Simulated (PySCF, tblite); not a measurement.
Compound: C₇H₁₄F₂Si.
Atom-mapped SMILES: `[F:1][CH2:2][C@H:3]([F:4])[SiH2:5][CH:6]1[CH2:7][CH2:8][CH2:9][CH2:10]1` (hydrogens: H11, H12 on C2; H13 on C3; H14, H15 on Si5; H16 on C6; H17, H18 on C7; H19, H20 on C8; H21, H22 on C9; H23, H24 on C10)

Cartesian coordinates in Å at the GFN2-xTB level; atoms count from 1:
```xyz
24
C7H14F2Si angstrom
F      2.298    0.215   -1.660
C      3.159   -0.482   -0.843
C      2.525   -0.780    0.502
F      1.931   -2.037    0.460
Si     1.207    0.522    1.061
C     -0.353    0.456   -0.013
C     -1.017   -0.923   -0.114
C     -2.434   -0.629   -0.628
C     -2.707    0.851   -0.301
C     -1.500    1.317    0.517
H      4.042    0.151   -0.720
H      3.421   -1.403   -1.373
H      3.323   -0.875    1.245
H      1.886    1.821    0.988
H      0.910    0.173    2.455
H     -0.122    0.795   -1.027
H     -0.471   -1.596   -0.771
H     -1.066   -1.385    0.873
H     -2.491   -0.796   -1.704
H     -3.165   -1.284   -0.154
H     -3.640    0.983    0.245
H     -2.777    1.433   -1.221
H     -1.663    1.108    1.576
H     -1.309    2.384    0.409
```

Level of theory: PBE0/pcSseg-1 in PySCF (dipole) on a GFN2-xTB geometry, gas phase.

Masses are those of the commonest isotopes; rigid-rotor values at the optimised geometry. The values belong to one conformer with, in the numbering `[F:1][CH2:2][C@H:3]([F:4])[SiH2:5][CH:6]1[CH2:7][CH2:8][CH2:9][CH2:10]1`, F1–C2–C3–F4 93°, C2–C3–Si5–C6 69°, C3–Si5–C6–C7 54°, Si5–C6–C7–C8 163°, C6–C7–C8–C9 -21°, C7–C8–C9–C10 -6°, C8–C9–C10–C6 30°.

**Question.** Give the principal moments of inertia and the rotational constants in MHz.

**Answer.** Ia = 270.39, Ib = 805.06, Ic = 820.27 u·Å²; 505379 MHz·u·Å²/I gives A = 1869, B = 627.8, C = 616.1 MHz.

**Question.** Classify the top.

**Answer.** A near-prolate asymmetric top; Ray's κ = -0.981.

**Question.** What does the inertial defect say?

**Answer.** Not planar: Δ = Ic − Ia − Ib = -255.19 u·Å². For a rigid frame Δ = −2 Σ m c², so Σ m c² = 127.59 u·Å² lies off the ab plane: 17.67 from hydrogen and 109.92 from heavier atoms. The atom farthest from that plane is 2.25 Å away.

**Question.** Give the other two planar moments, Paa and Pbb, and the rms extents of the mass along the axes.

**Answer.** Paa = Σ m a² = (Ib + Ic − Ia)/2 = 677.47 and Pbb = Σ m b² = (Ia + Ic − Ib)/2 = 142.80 u·Å². With the mass M = 164.08 u, the rms extents √(P/M) along a, b and c are 2.03, 0.93, 0.88 Å.

**Question.** List the rotational levels J(Ka,Kc) to J = 3 (cm⁻¹).

**Answer.** Above 0(0,0):
J = 1: 1(0,1) 0.0415, 1(1,1) 0.0829, 1(1,0) 0.0833
J = 2: 2(0,2) 0.1245, 2(1,2) 0.1655, 2(1,1) 0.1667, 2(2,1) 0.2909, 2(2,0) 0.2909
J = 3: 3(0,3) 0.2489, 3(1,3) 0.2894, 3(1,2) 0.2917, 3(2,2) 0.4153, 3(2,1) 0.4154, 3(3,1) 0.6233, 3(3,0) 0.6233

**Question.** Predict some low-J microwave lines.

**Answer.** The dipole components are |μa| = 0.91 D, |μb| = 0.91 D, |μc| = 0.21 D. The squared components, which scale the intensities, stand as 0.99 : 1.00 : 0.05 (a : b : c). Some lines, for components of 0.1 D or more:

```json
{"type": "c", "branch": "Q", "J(Ka,Kc)": "3(1,3) ← 3(0,3)", "MHz": "1213", "lower level (cm⁻¹)": "0.249"}
{"type": "b", "branch": "Q", "J(Ka,Kc)": "2(1,1) ← 2(0,2)", "MHz": "1265", "lower level (cm⁻¹)": "0.124"}
{"type": "b", "branch": "Q", "J(Ka,Kc)": "3(1,2) ← 3(0,3)", "MHz": "1282", "lower level (cm⁻¹)": "0.249"}
{"type": "b", "branch": "Q", "J(Ka,Kc)": "5(1,4) ← 5(0,5)", "MHz": "1337", "lower level (cm⁻¹)": "0.622"}
{"type": "c", "branch": "R", "J(Ka,Kc)": "1(1,0) ← 0(0,0)", "MHz": "2497", "lower level (cm⁻¹)": "0.000"}
{"type": "c", "branch": "Q", "J(Ka,Kc)": "4(2,3) ← 4(1,3)", "MHz": "3683", "lower level (cm⁻¹)": "0.458"}
{"type": "a", "branch": "R", "J(Ka,Kc)": "3(2,2) ← 2(2,1)", "MHz": "3732", "lower level (cm⁻¹)": "0.291"}
{"type": "b", "branch": "Q", "J(Ka,Kc)": "5(2,4) ← 5(1,5)", "MHz": "3829", "lower level (cm⁻¹)": "0.661"}
{"type": "a", "branch": "R", "J(Ka,Kc)": "4(0,4) ← 3(0,3)", "MHz": "4975", "lower level (cm⁻¹)": "0.249"}
{"type": "a", "branch": "R", "J(Ka,Kc)": "4(3,2) ← 3(3,1)", "MHz": "4976", "lower level (cm⁻¹)": "0.623"}
{"type": "a", "branch": "R", "J(Ka,Kc)": "4(2,2) ← 3(2,1)", "MHz": "4976", "lower level (cm⁻¹)": "0.415"}
{"type": "a", "branch": "R", "J(Ka,Kc)": "5(3,3) ← 4(3,2)", "MHz": "6220", "lower level (cm⁻¹)": "0.789"}
{"type": "b", "branch": "R", "J(Ka,Kc)": "3(2,2) ← 2(1,1)", "MHz": "7456", "lower level (cm⁻¹)": "0.167"}
{"type": "b", "branch": "Q", "J(Ka,Kc)": "5(4,2) ← 5(3,3)", "MHz": "8730", "lower level (cm⁻¹)": "0.997"}
{"type": "b", "branch": "R", "J(Ka,Kc)": "4(4,0) ← 3(3,1)", "MHz": "13705", "lower level (cm⁻¹)": "0.623"}
{"type": "c", "branch": "R", "J(Ka,Kc)": "5(5,0) ← 4(4,0)", "MHz": "17444", "lower level (cm⁻¹)": "1.081"}
```

**Question.** Estimate the classical rotational partition function at 50 K, 298.15 K and 500 K.

**Answer.** Point group C1, symmetry number σ = 1; q = (√π/σ)·√((kT/h)³/(ABC)), k/h = 20836.6 MHz/K: 70100 at 50 K, 1020000 at 298.15 K, 2220000 at 500 K.

Its lowest GFN2-xTB frequency is 7 cm⁻¹, too small to tell a flat minimum from a shallow saddle. No vibrational averaging or centrifugal distortion is included, and the geometry carries the error of its method.
